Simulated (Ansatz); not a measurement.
Consider the ligand exchange at the Si–O bond: `[SiH3][O][Al]([SH])[SH]` + `NB(F)F` → `FB(F)N[SiH3]` + `[OH][Al]([SH])[SH]`.

Isolated molecules relaxed with PBE0-D4/def2-TZVP in Ansatz; ΔE leaves out vibrations. CCSD(T)/CBS is the MP2 limit (def2-TZVPP, def2-QZVPP) plus CCSD(T) − MP2 in def2-TZVPP, frozen cores. DFT in def2-TZVPP. Each species was taken in one conformer, which may not be the lowest.

CCSD(T)/CBS gives +66.4 kJ/mol.

**Question.** Another level gave +61.0 kJ/mol. Which?
A. BHLYP/def2-TZVPP
B. PBE-D4/def2-TZVPP
C. B97M-V/def2-TZVPP
D. LC-ωPBE/def2-TZVPP

**Answer.** B. PBE-D4 61.0, BHLYP 75.0, LC-ωPBE 66.5, B97M-V 70.9 kJ/mol.

Largest T1 diagnostic among the species: 0.012.

From BLYP to BHLYP (50 % exact exchange), in def2-TZVPP and without D4, ΔE moves by +7.1 kJ/mol. Leaving LDA and LC-ωPBE aside and taking each functional with its dispersion term where it has one, the values, not all of them listed here, spread over 17.2 kJ/mol, from revPBE-D4 to BHLYP-D4.
